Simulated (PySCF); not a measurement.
Species: B(NCO)3, C3BN3O3.
SMILES: `N(=C=O)B(N=C=O)N=C=O`

The closed-shell ground state was solved at several levels (PySCF, density fitting, gas phase, non-relativistic). The structure is a single PBE0-D3(BJ)/def2-SVP conformer in the gas phase; no vibrational or solvent corrections.

```
              level  basis functions  total energy (Eh)  HOMO (eV)  LUMO (eV)  gap (eV)  dipole (D)
        B3LYP/pcJ-1              270          -529.2575      -8.63      -2.35      6.28        0.03
      PBE0/pcSseg-1              170          -528.6108      -8.90      -2.18      6.72        0.03
CAM-B3LYP/def2-SVPD              209          -528.6702     -10.33      -1.21      9.12        0.05
```

(1) Estimate the row for B3LYP/pcSseg-1, a basis of 170 functions; the other rows only guide the guess.

(2) How far do the dipole and the HOMO energy spread over the levels?

Results:

(1) Total energy -529.2083 Eh, HOMO -8.62 eV, LUMO -2.34 eV, gap 6.28 eV, dipole 0.03 D.

(2) The dipole runs from 0.03 to 0.05 D (mean 0.04 D) and the HOMO from -10.33 to -8.62 eV.
